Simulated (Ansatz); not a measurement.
CH$_{7}$AlB$_{2}$Si (`CB1[BH][AlH][SiH2]1`): the same geometry under several functionals.

```yaml
crystal:
  periodic: [false, false, false]
  atoms:
    - {symbol: C, position_ang: [-1.889033, -0.469363, 0.995974]}
    - {symbol: B, position_ang: [-0.459390, -0.003002, 0.646657]}
    - {symbol: B, position_ang: [1.006910, 0.463140, 0.789905]}
    - {symbol: Al, position_ang: [2.586871, 0.219510, -0.447444]}
    - {symbol: Si, position_ang: [0.363316, 0.057736, -1.333826]}
    - {symbol: H, position_ang: [-2.647977, 0.022721, 0.380857]}
    - {symbol: H, position_ang: [-2.137912, -0.329433, 2.050606]}
    - {symbol: H, position_ang: [-1.971574, -1.540252, 0.772864]}
    - {symbol: H, position_ang: [1.269168, 1.656029, 0.776765]}
    - {symbol: H, position_ang: [4.139948, 0.373264, -0.664278]}
    - {symbol: H, position_ang: [-0.411816, 0.890034, -2.295888]}
    - {symbol: H, position_ang: [0.228490, -1.395683, -1.638093]}
basis:
  gaussian: {orbitals: def2-TZVPP}
hamiltonian: {xc: lda}
output: {orbitals: {seedname: orbitals}}
```

```sh
$ ansatz run in.yaml --threads 4 --pin off --events-out ev --progress --plain --max-ram 10444MiB
```

It prints (some lines left out):

```
Functional definition: SPW92
1488 factors; their error is unknown
mean field evaluation 1: about -16872.0995 eV, gradient 8.1e1 eV
mean field evaluation 2: about -16690.7134 eV, gradient 2.0e2 eV
mean field evaluation 4: about -16888.4424 eV, gradient 2.7e1 eV
mean field evaluation 8: about -16890.9680 eV, gradient 2.9e-1 eV
mean field evaluation 16: about -16890.9358 eV, gradient 2.3e-3 eV
mean field -16890.93581623 eV, -620.7304421588 hartree, gradient 3.3e-5 eV, S^2 0.000000; 0 other end points of the search recorded, 0 dependent functions left out
reference -16890.93586534 eV, -620.7304439638 hartree; 25, 25 occupied and 250, 250 virtual orbitals, 1488 factors
Total energy: -16890.93586534 eV, -620.7304439638 hartree
```

It took 1.4 s on 4 threads of an AMD EPYC 7B13 on a shared host, with 0.4 GiB of host memory at the peak.

Changing it to `hamiltonian: {xc: {name: r2SCANh}, dispersion: d4}` (abridged; 4.9 s):

```
Functional definition: r2SCANh
mean field evaluation 16: about -16974.2837 eV, gradient 1.0e-3 eV
mean field -16974.28367713 eV, -623.7934195517 hartree, gradient 3.2e-5 eV, S^2 0.000000
Total energy: -16974.35701134 eV, -623.7961145343 hartree
```

With the line `hamiltonian: {xc: {name: B3LYP}, dispersion: d4}` and forces (abridged; 4.8 s):

```
Functional definition: B3LYP
mean field evaluation 16: about -16978.9376 eV, gradient 7.0e-3 eV
mean field -16978.93761949 eV, -623.9644487789 hartree, gradient 1.5e-5 eV, S^2 0.000000
Total energy: -16979.39532302 eV, -623.9812690736 hartree
Atom 0 force    -0.032755    -0.022695     0.013059 eV/Å
Atom 1 force     0.159685     0.063042     0.028910 eV/Å
Atom 2 force    -0.044293     0.146639     0.150182 eV/Å
Atom 3 force     0.133160    -0.017058    -0.018358 eV/Å
Atom 4 force    -0.098433    -0.098074    -0.293318 eV/Å
Atom 5 force     0.020070    -0.022470     0.038690 eV/Å
Atom 6 force    -0.012048    -0.011315    -0.047464 eV/Å
Atom 7 force    -0.012928     0.042821     0.019603 eV/Å
Atom 8 force    -0.047469    -0.119077     0.042183 eV/Å
Atom 9 force    -0.097014    -0.001957     0.019136 eV/Å
Atom 10 force     0.035936    -0.052910     0.049021 eV/Å
Atom 11 force    -0.003912     0.093054    -0.001645 eV/Å
Dipole moment:     0.058791    -0.025203    -0.039369 e Å
```

With the line `hamiltonian: {xc: hse06, dispersion: d4}` (abridged; 3.3 s):

```
Functional definition: HSE06
mean field evaluation 16: about -16967.2284 eV, gradient 1.5e-4 eV
mean field -16967.22843495 eV, -623.5341441838 hartree, gradient 6.0e-5 eV, S^2 0.000000
Total energy: -16967.45493018 eV, -623.5424677302 hartree
```

With the line `hamiltonian: {xc: {name: B97M-V}}` (abridged; 7.5 s):

```
Functional definition: B97M-V
mean field evaluation 16: about -16975.0110 eV, gradient 5.6e-4 eV
mean field -16975.01098291 eV, -623.8201475464 hartree, gradient 2.3e-5 eV, S^2 0.000000
Total energy: -16975.01106112 eV, -623.8201504206 hartree
```

With the line `hamiltonian: {xc: {name: revPBE}, dispersion: d4}` (abridged; 2.1 s):

```
Functional definition: revPBE
mean field evaluation 16: about -16973.8900 eV, gradient 6.6e-4 eV
mean field -16973.89004779 eV, -623.7789539403 hartree, gradient 1.7e-5 eV, S^2 0.000000
Total energy: -16974.65701969 eV, -623.8071396380 hartree
```

B3LYP takes the VWN-RPA correlation (the form of Gaussian; ORCA's B3LYP/G).

HSE06 is the plane-wave form, built on full-range PBE exchange.
